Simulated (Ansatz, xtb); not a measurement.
**C2H4AgAlO: which of two isomers lies lower**

We compare I, `C=[CH][Al]([OH])[Ag]`, a singlet, with II, `C=C[O][AlH][Ag]`, a singlet. Both are isolated molecules in the gas phase, relaxed with PBE0-D3(BJ)/def2-SVP; the shapes shown needn't be the lowest conformers.

I (Å):

| atom | x (Å) | y (Å) | z (Å) |
| --- | --- | --- | --- |
| C | 0.4947 | -0.2442 | -2.2531 |
| C | 0.2882 | -0.0565 | -0.9399 |
| Ag | -2.1556 | 0.6717 | 2.0618 |
| Al | -1.5099 | 0.3013 | -0.2768 |
| O | -2.6607 | 0.3341 | -1.5493 |
| H | -3.5956 | 0.4947 | -1.4121 |
| H | -0.3303 | -0.2012 | -2.9748 |
| H | 1.4885 | -0.4488 | -2.6746 |
| H | 1.1631 | -0.1142 | -0.2771 |

II (Å):

```yaml
atoms:
  - { symbol: C, position_ang: [1.9899, 0.3510, -0.1169] }
  - { symbol: C, position_ang: [2.3702, -0.0606, -1.3331] }
  - { symbol: Ag, position_ang: [-1.1699, -1.8989, -1.0658] }
  - { symbol: Al, position_ang: [0.2288, -1.6219, 0.9209] }
  - { symbol: O, position_ang: [1.4706, -0.4143, 0.8459] }
  - { symbol: H, position_ang: [2.1095, 1.4039, 0.1759] }
  - { symbol: H, position_ang: [2.2907, -1.1082, -1.6367] }
  - { symbol: H, position_ang: [2.7953, 0.6527, -2.0405] }
  - { symbol: H, position_ang: [0.2300, -2.3517, 2.3334] }
```

Question: Estimate E(II) − E(I) at the level CCSD(T)/def2-SVP + ΔMP2/def2-TZVPP.

Answer: Calculated at CCSD(T)/def2-SVP + ΔMP2/def2-TZVPP: E(II) − E(I) = +0.730 eV, so structure I lies lower.

Level by level:

```tsv
level	geometry	E(II) − E(I) (eV)	departure from the last row (eV)	job, with rough time for the two
PBE0-D3(BJ)/def2-SVP	PBE0-D3(BJ)/def2-SVP	+0.409	−0.321	optimisation, 1.8 min
HF/def2-SVP	PBE0-D3(BJ)/def2-SVP	+0.422	−0.308	part of the CCSD(T) run
MP2/def2-SVP	PBE0-D3(BJ)/def2-SVP	+0.552	−0.178	part of the CCSD(T) run
CCSD(T)/def2-SVP	PBE0-D3(BJ)/def2-SVP	+0.494	−0.236	single point
CCSD(T)/def2-SVP + ΔMP2/def2-TZVPP	PBE0-D3(BJ)/def2-SVP	+0.730		single point, 53 s
```

As drawn, II has 1 C–O, 1 Al–H in place of 1 C–Al, 1 O–H.

None of the levels shown reverses the order. The largest departure from CCSD(T)/def2-SVP + ΔMP2/def2-TZVPP is that of PBE0-D3(BJ)/def2-SVP, 0.321 eV. Levels run at GFN2-xTB geometries aren't shown. The last row adds to CCSD(T) the change of the MP2 difference between the two basis sets, here +0.236 eV, a large step that makes the value less sure.

With harmonic frequencies from PBE0-D3(BJ)/def2-SVP (ideal gas, rigid rotor, one conformer each, 298.15 K, 1 atm): on the last row, ΔE + ΔZPE = +0.673 eV. A mode under 50 cm⁻¹ makes harmonic enthalpies and free energies unreliable, so none is given.

The correlated steps freeze 8 core orbitals; the last core shell of Ag is correlated, in a basis made for valence electrons. Atoms past krypton carry core potentials in the def2 sets and no spin–orbit term is included. Programs: Ansatz 0.2.0; the last row on 2 threads of Arm Neoverse V2 on a shared host.
